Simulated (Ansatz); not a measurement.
Ideal-gas functions of C₂H₄ClI, SMILES `CC(Cl)I` at 600 K and 1 bar, from an Ansatz frequency run at PBE0-D4/def2-TZVP.

Molar mass 190.41 g/mol, point group C1 (symmetry number 1), electronic degeneracy 1, moments of inertia 85.471, 343.238, 414.872 u Å². Harmonic wavenumbers (cm⁻¹, unscaled): 193, 253, 281, 369, 529, 697, 978, 1062, 1100, 1190, 1294, 1405, 1469, 1477, 3056, 3134, 3148, 3168.

Use S(trans) = R[1.5 ln M + 2.5 ln T − 1.1517]; rotational temperatures θ = 24.2544 K / I; S(rot) = R[ln(√π/σ · √(T³/θAθBθC)) + 1.5]; for each mode x = 1.438777 ν̃/T, S = R[x/(eˣ − 1) − ln(1 − e⁻ˣ)] and H = RT x/(eˣ − 1); 1 cm⁻¹ = 0.0119627 kJ/mol; R = 8.31446 J/(mol·K).

Question: By hand: the entropy, in J/(mol·K).

Answer: Translation 188.9. Rotation: θ = 0.2838, 0.0707, 0.0585 K, giving 125.1. Vibration, mode by mode: 14.79, 12.60, 11.75, 9.60, 6.87, 4.95, 2.90, 2.48, 2.31, 1.94, 1.60, 1.29, 1.14, 1.12, 0.05, 0.04, 0.04, 0.04, in all 75.5. Electronic 0.0. Sum 389.5 J/(mol·K).

Question: By hand: H − E and G − E in kJ/mol, counted from the electronic energy.

Answer: Zero-point energy ½ × 24803 × 0.0119627 = 148.4; thermal vibration 25.2; translation, rotation and pV give 4 RT = 20.0. H − E = 193.6 kJ/mol, and G − E = 193.6 − 600 × 389.5/1000 = -40.1 kJ/mol.

Vibration gives 19 % of the entropy. The sum counts one conformer and one mirror image; others add a mixing term.
